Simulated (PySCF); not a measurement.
C₃H₇F₃N₂Si.
Z-matrix (Å and degrees, GFN2-xTB geometry), rows numbered from 1:
```
F 
C   1  1.3434
F   2  1.3447  1  106.26
F   2  1.3370  1  106.52  3  -113.30
C   2  1.5260  1  111.82  3   122.46
C   5  1.5341  2  110.60  1  -179.26
N   6  1.4434  5  105.71  2  -153.56
Si  7  1.7215  6  112.33  5    29.72
N   5  1.4330  2  110.10  1    62.92
H   5  1.1031  2  106.06  1   -59.42
H   6  1.0945  5  110.67  2    86.44
H   6  1.0989  5  109.20  2   -32.77
H   7  1.0054  6  113.53  5   176.71
H   8  1.4621  7  106.97  6  -132.58
H   8  1.4625  7  118.90  6    96.34
H   9  1.0051  5  114.67  2   -63.16
```

NICS is the negative of the GIAO shielding at a point without a nucleus: at the ring centre (0) and 1 Å above and below it (1); zz is the component along the ring normal. Level: GIAO PBE0/pcSseg-1 (PySCF, non-relativistic, gas phase) on the GFN2-xTB geometry, one conformer.

Ring bond lengths (Å), with Mayer bond orders in brackets: C5–C6 1.534 (0.99), C6–N7 1.443 (0.97), N7–Si8 1.721 (0.99), Si8–N9 1.725 (0.95), N9–C5 1.433 (0.96).

**Question.** What do the NICS probes read (ppm)?

**Answer.** 
```
           ring                                                      type  NICS(0)  NICS(1), two faces  NICS(1)zz, two faces  rms pucker (Å)  centre to ring atoms, mean (Å)
C5–C6–N7–Si8–N9  5-membered ring with 2 N and Si; formal bonds all single     -8.0         -2.8 / -3.0           -2.6 / -3.9            0.14                            1.32
```

**Question.** What can be read from them?

**Answer.** 
- C5–C6–N7–Si8–N9: mean NICS(1)zz -3.2 ppm, shielded. C5, C6, Si8 have four or more neighbours, so the value isn't read as a sign of a π ring current. NICS(0) lies 5 ppm below the mean NICS(1).

**Question.** At the first NICS(1) probe listed for ring C5–C6–N7–Si8–N9, 1 Å off the ring, what do the in-plane components average?

**Answer.** The isotropic value is a third of the trace: (3 × -2.8 − (-2.6))/2 = -2.9 ppm.

**Question.** Give the inner angles of the rings and the Hirshfeld charges of the ring atoms.

**Answer.** 
- C5–C6–N7–Si8–N9: C5 106.8° (-0.008 e), C6 105.7° (-0.031 e), N7 112.3° (-0.253 e), Si8 91.7° (+0.408 e), N9 112.8° (-0.253 e); sum 529.4° against 540° for a flat convex ring.

**Question.** What are the shieldings of the ring atoms and their hydrogens in the same run (means over atoms taken as equivalent)?

**Answer.** 
```json
{"atoms": "C5", "environment": "sp3 carbon bound to nitrogen", "σ isotropic (ppm)": "126.5", "principal values of the symmetric part, first atom (ppm)": "109.4, 126.0, 144.1"}
{"atoms": "C6", "environment": "sp3 carbon bound to nitrogen", "σ isotropic (ppm)": "139.5", "principal values of the symmetric part, first atom (ppm)": "118.5, 134.6, 165.5"}
{"atoms": "N7", "environment": "silicon-bound nitrogen", "σ isotropic (ppm)": "250.7", "principal values of the symmetric part, first atom (ppm)": "195.4, 243.3, 313.4"}
{"atoms": "Si8", "environment": "SiH2 silicon", "σ isotropic (ppm)": "370.9", "principal values of the symmetric part, first atom (ppm)": "348.8, 354.1, 409.8"}
{"atoms": "N9", "environment": "silicon-bound nitrogen", "σ isotropic (ppm)": "245.5", "principal values of the symmetric part, first atom (ppm)": "191.8, 238.5, 306.3"}
{"atoms": "H10", "environment": "methine hydrogen", "σ isotropic (ppm)": "27.66", "principal values of the symmetric part, first atom (ppm)": "24.0, 25.6, 33.4"}
{"atoms": "H11", "environment": "methylene hydrogen", "σ isotropic (ppm)": "28.08", "principal values of the symmetric part, first atom (ppm)": "22.5, 27.8, 33.9"}
{"atoms": "H12", "environment": "methylene hydrogen", "σ isotropic (ppm)": "28.28", "principal values of the symmetric part, first atom (ppm)": "22.5, 28.3, 34.0"}
{"atoms": "H13", "environment": "N–H hydrogen", "σ isotropic (ppm)": "31.82", "principal values of the symmetric part, first atom (ppm)": "22.3, 28.3, 44.8"}
{"atoms": "H14", "environment": "Si–H hydrogen", "σ isotropic (ppm)": "26.34", "principal values of the symmetric part, first atom (ppm)": "22.7, 23.3, 33.0"}
{"atoms": "H15", "environment": "Si–H hydrogen", "σ isotropic (ppm)": "26.30", "principal values of the symmetric part, first atom (ppm)": "22.4, 23.9, 32.6"}
{"atoms": "H16", "environment": "N–H hydrogen", "σ isotropic (ppm)": "31.41", "principal values of the symmetric part, first atom (ppm)": "21.8, 29.2, 43.2"}
```
